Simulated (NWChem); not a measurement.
System: C$_{4}$H$_{4}$N anion

The following NWChem deck was run.

```
start job
memory heap 200 mb stack 900 mb global 1100 mb
charge -1
geometry units angstroms
  C      0.272598     1.120481     0.282347
  C      1.144326     0.097385    -0.134987
  N      0.484136    -1.068038    -0.374983
  C     -0.824547    -0.802625    -0.113351
  C     -1.020501     0.529066     0.296684
  H      0.536700     2.149544     0.539018
  H      2.228963     0.165199    -0.268598
  H     -1.588441    -1.578704    -0.226428
  H     -1.966058     1.005173     0.567762
end
basis spherical
  * library 3-21g
end
dft
  xc b3lyp
  iterations 150
end
driver
  maxiter 120
end
task dft optimize
```

Sets without diffuse functions describe the anion's extra electron poorly. The highest occupied level is positive, so the extra electron may be held by the finite basis. B3LYP is NWChem's, with the RPA form of VWN correlation.

The level has its own optimisation. Brackets give each atom's bonded neighbours.

Give the results of this calculation. (B3LYP/3-21G.) Quantities: r C–C [C(CCH)–C(CHN)] (Å); r C–C [C(CCH)–C(CCH)] (Å); r C–H [C(CCH)–H(C)] (Å); r C–N (Å).


```
Property                   Result
-------------------------  ------
r C–C [C(CCH)–C(CHN)] (Å)   1.409
r C–C [C(CCH)–C(CCH)] (Å)   1.425
r C–H [C(CCH)–H(C)] (Å)     1.085
r C–N (Å)                   1.383
```
